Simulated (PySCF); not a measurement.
Problem. Give a PBE0-D3(BJ)/def2-SVP geometry of isovaleramide (`CC(C)CC(N)=O`).

Solution. 
Z-matrix in Å and degrees, rows numbered from 1:
```
C 
C   1  1.5242
C   2  1.5231  1  111.56
C   2  1.5256  1  111.31  3   124.48
C   4  1.5195  2  112.85  1    66.90
N   5  1.3592  4  115.16  2  -150.41
O   5  1.2144  4  122.54  2    30.88
H   1  1.1035  2  111.06  3   -62.10
H   1  1.1001  2  111.17  3   177.19
H   1  1.1009  2  111.03  3    57.47
H   2  1.1030  1  107.75  3  -119.61
H   3  1.1015  2  111.62  1  -177.11
H   3  1.1009  2  111.11  1   -56.85
H   3  1.1033  2  111.18  1    62.71
H   4  1.1044  2  110.59  1   -57.81
H   4  1.1048  2  109.66  1  -174.69
H   6  1.0086  5  122.38  4     0.57
H   6  1.0116  5  118.30  4  -176.13
```

Of the pairs four or more bonds apart, O7···H11 is among the closest relative to their van der Waals radii: 2.51 Å, 92 % of the sum of Bondi's values. N6 (amide nitrogen) is planar (angles 122.4°, 119.2° and 118.3°, sum 359.9°, 0.02 Å off the plane of its three neighbours).

Method: PySCF, PBE0-D3(BJ)/def2-SVP geometry optimisation, gas phase.

Point group: C1 (no symmetry element, even within 0.4 Å). No PBE0-D3(BJ)/def2-SVP frequencies stand behind this structure, so it isn't proved a minimum. One conformer, not necessarily the lowest (C1–C2–C4–C5 67°, C2–C4–C5–N6 -150°, C4–C5–N6–H 1° and -176°).

Time: 56 s of wall time; peak memory 0.73 GiB. Hardware: an Arm Neoverse V1 with one thread (shared host). This is the geometry optimisation.
